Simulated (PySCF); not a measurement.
Al(F)2(vinyl) (C2H3AlF2), SMILES [Al]([CH]=C)([F])[F].

Coordinates come from a B3LYP-D3(BJ)/def2-SVP optimisation. One conformer was computed; it need not be the lowest.

All values below come from PBE/def2-TZVP (PySCF).

Symmetry labels are those of the subgroup Cs that the program uses (full group Cs).

Computed valence orbital energies around the gap with their symmetry:
```
orbital  symmetry  energy (eV)
-------  --------  -----------
HOMO−7         A'       -10.42
HOMO−6         A'       -10.23
HOMO−5         A"        -9.80
HOMO−4         A'        -9.62
HOMO−3         A"        -9.43
HOMO−2         A'        -9.17
HOMO−1         A'        -7.73
HOMO           A"        -7.45
LUMO           A"        -2.35
LUMO+1         A'        -1.34
LUMO+2         A"        -0.05
LUMO+3         A'         0.55
```
